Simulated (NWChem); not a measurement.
System: C4H4O2; SMILES O=C1CC=CO1

```xyz
10

O      0.0171     2.0094     0.0000
C     -0.0158     0.8206     0.0000
C     -1.2047    -0.1261     0.0000
C     -0.5539    -1.4697     0.0000
C      0.7653    -1.2673     0.0000
O      1.1269     0.0547     0.0000
H     -1.8325     0.0782    -0.8837
H     -1.8325     0.0782     0.8837
H     -1.0547    -2.4356     0.0000
H      1.5980    -1.9690     0.0000
```
Atoms are numbered in this order, from 1.

All runs: NWChem. Pople sets run with spherical d functions. All runs use the structure optimised with PBE0/def2-SVP. Isolated, static molecule.

GIAO at B3LYP/6-31G*: principal shieldings of C3 are 152.0, 154.1, 171.8 ppm; an isolated tetramethylsilane molecule has σ = 189.5 ppm at the same levels.

Find the isotropic 13C shift, its principal values, the span and the skew.


1. σ(iso) = one third of the sum = 159.3 ppm.
2. δ = σ(reference) − σ = 30.2 ppm against tetramethylsilane.
3. δ11, δ22, δ33 = 37.5, 35.4, 17.7 ppm.
4. Span Ω = δ11 − δ33 = 19.8 ppm; skew κ = 3(δ22 − δ(iso))/Ω = 0.79.
